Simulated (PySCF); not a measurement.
Compound: N,N-diethylacetamide, C6H13NO.
SMILES: `N(CC)(CC)C(C)=O`

Level: PBE0/def2-SVPD in PySCF, non-relativistic, on one gas-phase PBE0-D3(BJ)/def2-SVP geometry that isn't relaxed in the solvent. The solvent is an IEF-PCM continuum (Bondi radii, 1.10 Å for H, scaled by 1.2), and excitations are vertical TDDFT with non-equilibrium linear response and a frozen core. The model holds no explicit solvent molecules, cavitation or dispersion.

Gas-phase singlets (H = HOMO, L = LUMO):

```csv
state,E (eV),λ (nm),f,leading configurations
S1,5.696,218,0.001,H-1→L+1 74%
S2,6.313,196,0.017,H→L 96%
S3,6.665,186,0.137,"H→L+1 67%, H-1→L 12%, H-1→L+1 11%"
S4,6.711,185,0.031,"H-1→L 76%, H→L+1 16%"
S5,6.984,178,0.004,H→L+2 92%
```

Question: What are the lowest 5 singlets in chloroform (ε = 4.711)?

Answer: 
```json
{"state": "S1", "E (eV)": "5.868", "λ (nm)": "211", "f": "0.002", "leading configurations": "H-1→L 80%, H-1→L+1 8%", "change by rank (eV)": "+0.172"}
{"state": "S2", "E (eV)": "6.530", "λ (nm)": "190", "f": "0.015", "leading configurations": "H→L+1 89%, H→L 9%", "change by rank (eV)": "+0.217"}
{"state": "S3", "E (eV)": "6.620", "λ (nm)": "187", "f": "0.258", "leading configurations": "H→L 82%, H→L+1 8%", "change by rank (eV)": "-0.045"}
{"state": "S4", "E (eV)": "7.039", "λ (nm)": "176", "f": "0.030", "leading configurations": "H-1→L+1 83%", "change by rank (eV)": "+0.328"}
{"state": "S5", "E (eV)": "7.218", "λ (nm)": "172", "f": "0.008", "leading configurations": "H→L+2 85%, H→L+3 9%", "change by rank (eV)": "+0.234"}
```

Question: The ground-state energy changes by -0.229 eV from gas to chloroform. By how much does the total energy of gas-phase S2 change?

Answer: E(S2) = E(S0) + excitation energy, so it changes by -0.229 + 0.217 = -0.012 eV: it is lowered less than the ground state, which is what a blue shift means. This is the vertical state, with the slow part of the continuum still set for S0.

Question: How do the frontier levels move from gas to chloroform?

Answer: 
```tsv
orbital	gas (eV)	solvent (eV)	change (eV)
LUMO+2	1.13	1.35	+0.22
LUMO+1	0.69	0.70	+0.01
LUMO	0.45	0.65	+0.20
HOMO	-6.90	-6.91	-0.01
HOMO-1	-7.18	-7.39	-0.21
HOMO-2	-9.58	-9.51	+0.07
HOMO-3	-9.98	-9.73	+0.25
```

The HOMO–LUMO gap goes from 7.35 to 7.56 eV. Rows go by rank; for HOMO-3, LUMO, LUMO+1 and LUMO+2 the atom shares or the degeneracy differ between the runs, so the row needn't follow one orbital.

Conformer computed: `[CH3:1][CH2:2][N:3]([CH2:4][CH3:5])[C:6]([CH3:7])=[O:8]`: C1–C2–N3–C4 92°, C2–N3–C4–C5 85°, C2–N3–C6–C7 180°.
